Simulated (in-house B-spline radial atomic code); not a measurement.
Inner levels of tellurium as electrons are removed. A shift is the extra binding of the orbital against the neutral atom ([Kr] 4d10 5s2 5p1/2(2) 5p3/2(2)). The density at the nucleus is averaged over the nuclear charge. Computed with an all-electron radial atomic-structure program (B-spline basis): Dirac-Hartree-Fock, jj configuration that fills j = l - 1/2 first, finite nuclei.

A number in brackets counts the electrons of a j subshell.

```csv
ion,configuration,shift of 2p1/2 (eV),shift of 2s1/2 (eV),shift of 1s1/2 (eV),radius of 2p1/2 (bohr),radius of 2s1/2 (bohr),radius of 1s1/2 (bohr),Σ<r²> (bohr²),change of density at nucleus (bohr⁻³)
Te35+,[Ne] 3s2 3p1/2(2) 3p3/2(3),1878.27,1861.35,1926.97,0.099491,0.11779,0.027803,0.77218,629.67
Te36+,[Ne] 3s2 3p1/2(2) 3p3/2(2),1985.95,1965.3,2046.7,0.099346,0.11764,0.0278,0.66918,794.02
Te37+,[Ne] 3s2 3p1/2(2) 3p3/2(1),2095.08,2070.59,2168.29,0.099196,0.11749,0.027796,0.56911,961.87
Te38+,[Ne] 3s2 3p1/2(2),2205.66,2177.2,2291.72,0.099043,0.11733,0.027792,0.47186,1133.24
Te39+,[Ne] 3s2 3p1/2(1),2315.28,2287.59,2421.91,0.099045,0.11715,0.027787,0.38183,1235.06
Te40+,[Ne] 3s2,?,?,?,?,?,?,?,?
Te41+,[Ne] 3s1,2536.09,2503.45,2677.18,0.098798,0.11697,0.02778,0.20132,-1530.78
Te42+,[He] 2s2 2p6,?,?,?,?,?,?,?,?
Te43+,[He] 2s2 2p1/2(2) 2p3/2(3),2875.11,2804.74,3101.14,0.09784,0.11617,0.027758,0.095761,-4011.56
```

Question: Fill in the row of Te40+.

Answer: shift of 2p1/2 (eV): 2426.32; shift of 2s1/2 (eV): 2399.38; shift of 1s1/2 (eV): 2554.12; radius of 2p1/2 (bohr): 0.098926; radius of 2s1/2 (bohr): 0.11697; radius of 1s1/2 (bohr): 0.027782; Σ<r²> (bohr²): 0.29443; change of density at nucleus (bohr⁻³): 1337.64.

Question: Fill in the row of Te42+.

Answer: shift of 2p1/2 (eV): 2647.01; shift of 2s1/2 (eV): 2608.55; shift of 1s1/2 (eV): 2801.74; radius of 2p1/2 (bohr): 0.098667; radius of 2s1/2 (bohr): 0.11688; radius of 1s1/2 (bohr): 0.027778; Σ<r²> (bohr²): 0.11037; change of density at nucleus (bohr⁻³): -4483.72.
